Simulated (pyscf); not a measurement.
Optimised with ωB97X-D3(BJ)/def2-SVP in PySCF.

Question: How much does it cost (ΔH, 298 K, ωB97M-D3(BJ)/def2-TZVP) to split HO–Sc(OH)–O–B(Cl)–Cl at its B–O bond into [O–Sc(OH)–OH]• + [Cl–B–Cl]•?

Answer: B–O to [O–Sc(OH)–OH]• + [Cl–B–Cl]•: 158.9 kcal/mol. The 7 functionals that were run give +150.6 (r²SCAN) to +159.4 kcal/mol (M06-2X). The radicals are drawn with the spin at the cut bond; how far it spreads was not checked. HO–Sc(OH)–O–B(Cl)–Cl may be a fragile minimum: a first optimisation, from another start, lost the drawn bonds. Other isomers of [O–Sc(OH)–OH]• were not searched in full and may lie lower. Open-shell species with a d-block atom are single-reference here; other states, and whether the spin sits on metal or ligand, were not checked.
